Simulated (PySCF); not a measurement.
**Frontier orbitals and the lowest excitations**

Species: C4H9F3Si2.
Numbering: `[CH3:1][SiH2:2]/[CH:3]=[C:4](/[SiH3:5])[C:6]([F:7])([F:8])[F:9]` (hydrogens: H10, H11, H12 on C1; H13, H14 on Si2; H15 on C3; H16, H17, H18 on Si5)

Geometry (PBE0-D3(BJ)/def2-SVP, Å), atoms numbered from 1 in this order:
```
atom  x, y, z in Å
C1     2.8417   -0.0590    0.3737
Si2    1.6464   -0.2028   -1.0659
C3    -0.0155    0.6164   -0.6566
C4    -1.0799    0.1327    0.0085
Si5   -2.6385    1.1647    0.2908
C6    -1.0940   -1.2718    0.5465
F7     0.1219   -1.7073    0.9078
F8    -1.5719   -2.1388   -0.3488
F9    -1.8761   -1.3551    1.6334
H10    2.4475   -0.5926    1.2502
H11    3.8176   -0.4933    0.1082
H12    2.9986    0.9955    0.6466
H13    2.1752    0.5558   -2.2423
H14    1.4440   -1.6222   -1.4769
H15   -0.1150    1.6467   -1.0272
H16   -2.7665    1.5592    1.7245
H17   -3.8537    0.3952   -0.1067
H18   -2.5060    2.3876   -0.5537
```

Level of theory: PySCF 2.14.0, density-fitted response routines, TDDFT B3LYP/def2-SVPD, vertical, gas phase, core orbitals frozen in the response.

Kohn–Sham orbitals with the atoms that hold most of them (Löwdin shares over 4%, at most four atoms; ? is withheld):

| orbital | ε (eV) | atoms |
| --- | --- | --- |
| LUMO+2 | 0.43 | Si5 45%, H16 13%, H17 11%, H18 11% |
| LUMO+1 | 0.05 | Si5 28%, C3 10%, Si2 10%, H18 8% |
| LUMO | -1.84 | ? |
| HOMO | ? | C4 30%, C3 27%, C1 9%, Si5 7% |
| HOMO-1 | -8.60 | ? |
| HOMO-2 | -9.16 | Si2 35%, H13 30%, H14 13%, C1 9% |
| HOMO-3 | -9.38 | C1 28%, Si2 24%, H14 13%, C3 7% |

(1) Which atoms hold the HOMO-1, and with what shares?

(2) Give the leading atoms of the LUMO.

(3) What is the HOMO energy, and the HOMO–LUMO gap?

## Answers

(1) C3 (bonded to C, Si and H) 24%; C4 (bonded to 2 C and Si) 17%; Si2 (bonded to 2 C and 2 H) 15%; Si5 (bonded to C and 3 H) 13%. By element: carbon 41% or more, silicon 28%.

(2) C3 (bonded to C, Si and H) 34%; C4 (bonded to 2 C and Si) 29%; Si2 (bonded to 2 C and 2 H) 9%; Si5 (bonded to C and 3 H) 5%. By element: carbon 63% or more, silicon 14%.

(3) ε(HOMO) = -8.19 eV; the gap is 6.35 eV (0.2335 hartree).

Question: How does S1 compare with the orbital gap of 6.35 eV?

Answer: S1 is at 5.50 eV (f = 0.0013), 0.85 eV below the gap, made of HOMO-1→LUMO (97%). Its leading pair isn't HOMO and LUMO; the energies of that pair differ by 6.77 eV. 

Question: Give energy, strength and leading configuration of S1, S2, S3, S6 and S8, and follow the Löwdin shares of the leading atoms from the occupied to the empty orbital.

Answer: 
- S1 (5.50 eV, f 0.0013), HOMO-1→LUMO (97%): C3 24% → 34%, C4 17% → 29%
- S2 (6.07 eV, f 0.401), HOMO→LUMO (88%): C4 30% → 29%, C3 27% → 34%
- S3 (6.38 eV, f 0.0043), HOMO-2→LUMO (96%): Si2 35% → 9%, H13 30% → at most 6%, C3 at most 9% → 34%, C4 at most 9% → 29%
- S6 (7.29 eV, f 0.0029), HOMO→LUMO+1 (95%): C4 30% → at most 9%, C3 27% → 10%, Si5 7% → 28%
- S8 (7.79 eV, f 0.0022), HOMO-1→LUMO+1 (91%): C3 24% → 10%, C4 17% → at most 9%, Si5 13% → 28%

One conformer stands for the species.
